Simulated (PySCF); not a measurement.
Complete the spectrum of C4H12OSi

Species: C4H12OSi.
Numbering: `[CH3:1][O:2][Si:3]([CH3:4])([CH3:5])[CH3:6]` (hydrogens: H7, H8, H9 on C1; H10, H11, H12 on C4; H13, H14, H15 on C5; H16, H17, H18 on C6)

Theory: PySCF, TDDFT PBE0/def2-SVPD, vertical, gas phase, core orbitals frozen in the response. Isolated species at its GFN2-xTB geometry, gas phase. Torsions of this conformer, `[CH3:1][O:2][Si:3]([CH3:4])([CH3:5])[CH3:6]`: C1–O2–Si3–C4 -61°.

Orbital energies (eV): HOMO-3 -9.02, HOMO-2 -8.96, HOMO-1 -8.07, HOMO -7.64, LUMO 0.49, LUMO+1 1.22, LUMO+2 1.45.

Lowest singlets, with some entries withheld (?).

```tsv
state	E (eV)	f	main configurations (H = HOMO, L = LUMO)
S1	7.03	?	H→L (97%)
S2	7.49	?	H-1→L (97%)
S3	7.83	?	H→L+1 (92%)
S4	8.03	?	H→L+3 (45%), H→L+4 (39%), H-2→L (8%)
S5	8.04	?	H→L+2 (96%)
S6	8.19	?	H-1→L+1 (70%), H-3→L (24%)
S7	8.26	?	H→L+4 (52%), H→L+3 (27%), H-2→L (13%)
S8	8.44	?	H-2→L (49%), H-1→L+2 (25%), H→L+3 (22%)
```

(1) Fill in the withheld entries.

(2) Where do the lowest triplets lie (Tamm–Dancoff)?

(3) Which level carries the most intensity, and what share of the listed sum of f?

(4) What is the mean static polarisability from the same response equations?

Answers

(1) 
- S1: f = 0.013
- S2: f = 0.022
- S3: f = 0.032
- S4: f = 0.0072
- S5: f = 0.023
- S6: f = 0.085
- S7: f = 0.037
- S8: f = 0.015

(2) T1 6.90 eV, H→L (94%); T2 7.36 eV, H-1→L (91%); T3 7.71 eV, H→L+1 (41%), H→L+4 (23%), H→L+3 (16%). E(S1) − E(T1) = +0.12 eV.

(3) S6, with f = 0.085 of 0.234, 36%.

(4) 78.8 au (11.67 Å³), with principal values 76.3, 78.0 and 82.1 au.

Time: 42 s. Hardware: one thread of an Arm Neoverse V2, no GPU (shared host).
